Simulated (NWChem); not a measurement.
ZrN₃H₅; SMILES [Zr]([NH2])(=[NH])[NH2]

```xyz
9

Zr    -0.0425    -0.0001     0.2001
N     -1.7950     0.0058    -0.2791
H     -2.7541    -0.0025    -0.6128
N      0.8876     1.7872    -0.2533
H      0.4333     2.6179    -0.6280
H      1.8926     1.9495    -0.3153
N      0.8813    -1.7909    -0.2536
H      1.8856    -1.9559    -0.3184
H      0.4239    -2.6208    -0.6258
```
Atoms are numbered in this order, from 1.

Results from NWChem. All runs use the structure optimised with PBE0/def2-SVP (def2 core potentials past Kr). No frequency run checked for a minimum.

**Question.** What does the run give for PBE0/STO-3G, non-relativistic? Quantities: highest occupied level (eV); orbital gap (eV); dipole (D).

**Answer.** 
```yaml
highest occupied level (eV): -2.89
orbital gap (eV): 5.31
dipole (D): 3.03
```
